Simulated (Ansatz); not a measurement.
Species: Si$_{2}$H$_{3}$, charge -1, singlet. Si2H3- (SMILES [SiH2]=[SiH-]).
B3LYP-D3(BJ)/def2-TZVP minimum from Ansatz (an electronic-structure program):
```
Si
H 1 1.5037
H 1 1.5050 2 104.17
Si 1 2.1987 2 124.18 3 -180.00
H 4 1.5392 1 90.28 2 -180.00
```
Charge -1, spin multiplicity 1.

Total energies in aug-cc-pV(T+d)Z, 12 correlated electrons, 10 frozen orbitals. UHF or UKS for unpaired electrons; spin-orbit terms are left out. Correlated methods leave the cores frozen. No relativity. The restricted determinant of H3Si2- ([SiH-]=[SiH2], singlet) is unstable towards broken spin symmetry in at least one set run.

| method | program | energy (Eh) | minus CCSDT(Q) (mEh) |
|---|---|---|---|
| HF | Ansatz | -579.58152 | 318.01 |
| MP2 | Ansatz | -579.84448 | 55.05 |
| CCSD | Ansatz | -579.87963 | 19.90 |
| CCSD(T) | Ansatz | -579.89665 | 2.88 |
| UCCSD(T) | Ansatz | -579.89574 | 3.79 |
| CCSDT(Q) | Ansatz | -579.89953 | 0.00 |

Rough core times of Ansatz's runs on a shared machine: CCSD(T) under 20 s, UCCSD(T) 50 s, CCSDT(Q) 30 min.
